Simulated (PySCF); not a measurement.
Dipole response of F (fluorine, neutral)

[He] 2s2 2p5, 2P determinant. Calculation: PySCF 2.14, in aug-cc-pVQZ (6s5p4d3f2g, 80 functions); no relativity, point nucleus. Coupled (time-dependent) response in atomic units; α is the mean over directions.

| method | mean α (bohr³) | α xx, yy, zz | C₆ (like pair) | S(−4) |
| --- | --- | --- | --- | --- |
| UHF | 3.255 | 3.069, 3.348, 3.348 | 8.501 | 4.054 |
| PBE | 4.031 | 3.625, 4.234, 4.234 | 11.04 | 7.581 |
| PBE0 | 3.747 | 3.427, 3.907, 3.907 | 10.10 | 6.100 |
| HSE06 | 3.749 | 3.431, 3.908, 3.908 | 10.11 | 6.094 |
| revPBE | 4.024 | 3.613, 4.230, 4.230 | 11.02 | 7.581 |

S(−4) is the Cauchy moment in α(ω) = α(0) + S(−4) ω² + …

Reference α: 3.74 ± 0.08 bohr³ (recommended; Schwerdtfeger and Nagle, table of static dipole polarizabilities (2023 update)). Published C₆: 9.520 (Chu and Dalgarno (2004); Tang, Norbeck and Certain (1976)).

α(iu) at revPBE:

```
u (hartree)  α(iu) (bohr³)
          0          4.024
     0.0500          4.006
      0.100          3.951
      0.200          3.756
      0.300          3.491
      0.500          2.917
      0.750          2.293
       1.00          1.815
       1.50          1.196
       2.00         0.8423
       3.00         0.4805
       5.00         0.2160
```

A single London oscillator, α(iu) = α/(1 + u²/ω²), gives C₆ = (3/4) ω α². Matching the computed C₆ needs ω = 4 × 11.02 / (3 × 4.024²) = 0.907 hartree.

The components differ because the open shell of this determinant is not spherical; for a pure term their mean is the scalar polarisability.
